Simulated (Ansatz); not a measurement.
Isolated molecules relaxed with PBE0-D4/def2-TZVP in Ansatz; ΔE leaves out vibrations. CCSD(T)/CBS adds triple-zeta CCSD(T) − MP2 to the extrapolated MP2 energy (def2 sets, frozen cores). This one scheme is used for every species. DFT in def2-TZVPP. One conformer a species, not always the lowest.

`BC(F)[SiH2]F` + H₂S → `F[SiH2]C(F)S` + BH₃  (substitution at a C–B bond)

`BC(F)[SiH2]F`:

Z-matrix (Å, degrees):
```
C
F 1 1.398
Si 1 1.916 2 105.9
B 1 1.525 2 116.8 3 118.4
H 1 1.099 2 108.9 3 -110.9
F 3 1.598 1 108.1 2 -159.9
H 3 1.481 1 112.2 2 80.8
H 3 1.479 1 107.7 2 -41.9
H 4 1.196 1 117.1 2 176.4
H 4 1.193 1 121.7 2 -8.7
```

H₂S:

```xyz
3

S    -0.373    0.438    0.228
H     0.912    0.419   -0.154
H    -0.539   -0.858   -0.074
```

`F[SiH2]C(F)S`:

Z-matrix (Å, degrees):
```
Si
C 1 1.891
F 1 1.596 2 108.6
H 1 1.480 2 110.6 3 118.6
H 1 1.482 2 108.4 3 -118.3
S 2 1.785 1 112.7 3 65.3
F 2 1.395 1 107.5 3 -170.1
H 2 1.095 1 111.7 3 -52.4
H 6 1.345 2 97.3 1 42.6
```

BH₃:

```xyz
4

B     0.000    0.000    0.000
H    -0.511   -0.534   -0.937
H    -0.673    0.391    0.905
H     1.184    0.142    0.032
```

| level | ΔE (eV) |
| --- | --- |
| r2SCAN-D4 | 0.69 |
| MP2/def2-TZVPP | 0.60 |

(1) What does CCSD(T)/CBS give? (Best estimate.)

Largest T1 diagnostic among the species: 0.013.

Answers

(1) The calculation gave: +0.62 eV. The listed levels differ from it by 0.07, -0.02 eV.

The D4 term adds −0.04 eV with B3LYP and −0.02 eV with PBE0; it sums over pairs of atoms, weighted by their polarisabilities, and B3LYP, whose exchange is more repulsive, gets the larger term.

B3LYP here is the variant with VWN-RPA as its local correlation; programs differ in this.
